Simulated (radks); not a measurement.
Q: P I, configuration [Ne] 3s2 3p3 (the NIST ground configuration). All-electron calculation, scalar-relativistic Kohn-Sham, BLYP, spin-polarised, spherical densities, finite nucleus; open shells are filled with parallel spins first; Fermi nuclear charge, rms radius 3.1889 fm. Program: a radial shooting solver on a logarithmic mesh with Libxc functionals. Some entries of the table are withheld. Estimate them.

| orbital | occ. | eigenvalue (hartree) | <r> (bohr) | <r^2> (bohr^2) |
|---|---|---|---|---|
| 1s up | 1 | -76.62642 | 0.1036 | 0.01445 |
| 1s down | 1 | -76.61493 | 0.1036 | 0.01444 |
| 2s up | 1 | -6.37346 | 0.5203 | 0.3230 |
| 2s down | 1 | -6.36249 | 0.5203 | 0.3228 |
| 2p up | 3 | -4.56405 | 0.4855 | 0.2963 |
| 2p down | 3 | -4.54887 | 0.4855 | 0.2960 |
| 3s up | 1 | (1) | (2) | 4.129 |
| 3s down | 1 | (3) | (4) | 4.287 |
| 3p up | 3 | (5) | 2.331 | 6.522 |
| 3p down | 0 | (6) | 2.520 | 7.819 |

A: 
(1) 3s up eigenvalue (hartree): -0.53304
(2) 3s up <r> (bohr): 1.884
(3) 3s down eigenvalue (hartree): -0.44865
(4) 3s down <r> (bohr): 1.911
(5) 3p up eigenvalue (hartree): -0.21891
(6) 3p down eigenvalue (hartree): -0.14479
